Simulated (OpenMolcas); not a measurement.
P+: effect of the active space

```
Program             : OpenMolcas
Method              : CASSCF or its RAS form
Basis               : ANO-R2
Scalar Hamiltonian  : X2C, finite nucleus
Spin-orbit coupling : state interaction with AMFI integrals over the reference wave functions, term energies averaged over their components
```

A. 2 electrons in 3 orbitals (3p); 2S+1 = 3 even, 3 roots; 2S+1 = 1 even, 6 roots; cost roughly 5 core-seconds
B. 4 electrons in 4 orbitals (3s 3p); 2S+1 = 3 even, 3 roots; 2S+1 = 1 even, 6 roots; 2S+1 = 5 odd, 1 root; 2S+1 = 3 odd, 9 roots; 2S+1 = 1 odd, 8 roots; cost of the order of 27 core-seconds
C. 4 electrons in 8 orbitals (3s 3p 4s 4p); 2S+1 = 3 even, 6 roots kept (CI in the orbitals of an earlier block); 2S+1 = 1 even, 9 roots; 2S+1 = 5 odd, 1 root; 2S+1 = 3 odd, 9 roots; 2S+1 = 1 odd, 8 roots; cost of the order of 40 core-seconds
D. 4 electrons in 9 orbitals (RAS2 3s 3p; RAS3 3d, at most 2 electrons); 2S+1 = 3 even, 6 roots; 2S+1 = 1 even, 11 roots; 2S+1 = 5 odd, 1 root; 2S+1 = 3 odd, 8 roots; 2S+1 = 1 odd, 8 roots; cost about 60 core-seconds

Energies in eV above 3s² 3p² ³P₀, the measured ground level; measured values from NIST Handbook of Basic Atomic Spectroscopic Data.

```json
{"Level": "3s² 3p² ³P₀", "A": "0.0000", "B": "0.0000", "C": "0.0000", "D": "0.0000", "Measured": "0.0000"}
{"Level": "3s² 3p² ³P₁", "A": "0.0181", "B": "0.0180", "C": "0.0174", "D": "0.0178", "Measured": "0.0204"}
{"Level": "3s² 3p² ³P₂", "A": "0.0526", "B": "0.0517", "C": "0.0498", "D": "0.0515", "Measured": "0.0582"}
{"Level": "3s² 3p² ¹D₂", "A": "1.4377", "B": "1.4454", "C": "1.2936", "D": "1.3749", "Measured": "1.1013"}
{"Level": "3s² 3p² ¹S₀", "A": "3.5121", "B": "2.5844", "C": "2.3688", "D": "3.0940", "Measured": "2.6750"}
```

Deviations, from unrounded energies. A percentage is the sum of absolute deviations over the sum of measured energies, with the sign that they share, or ± where signs differ.

| Against measurement | Levels | A | B | C | D |
| --- | --- | --- | --- | --- | --- |
| mean absolute deviation (cm-1) | 4 | 2400 | 890 | 1000 | 1400 |
| fine structure of the ground term (%) | 2 | -10.0 | -11.3 | -14.5 | -11.9 |
| other terms of the ground configuration (%) | 2 | +31.1 | ±11.5 | ±13.2 | +18.3 |

B lies closest to measurement on these levels and A furthest from it. The largest miss of B in the table is 3s² 3p² ¹D₂, by +2800 cm-1. The ranking rests on the paired levels alone, and a cruder setting can come out closer through cancelling errors.

Among A to D the level of the table that moves most is 3s² 3p² ¹S₀, by 9200 cm-1 (lowest in C, highest in A).

Without dynamic correlation excited terms often stand tens of per cent too high (terms of higher spin than the ground term too low), and those without a measured partner can miss by more than the paired ones. With the s shell closed, the reference lacks s² → p² mixing (holds for A). Terms from blocks run as CI alone lack orbitals of their own (holds for C). The run also gave levels led by 3s 3p² 4s, 3s² 3p 4p, which use shells meant for correlation; these and all levels above them are left out (holds for C). The run also gave levels led by 3s 3p² 3d, 3s² 3p 3d, which use shells meant for correlation; these and all levels above them are left out (holds for D). Computed and measured levels are paired by configuration, term and J; levels that our copy of the source lacks, or whose pairing is in doubt (as where it misses far off the trend of its configuration), stay unpaired and out of the deviations. Levels of configurations outside the active space are missing. Levels that lie high or do not pair safely by name in every column are left out.
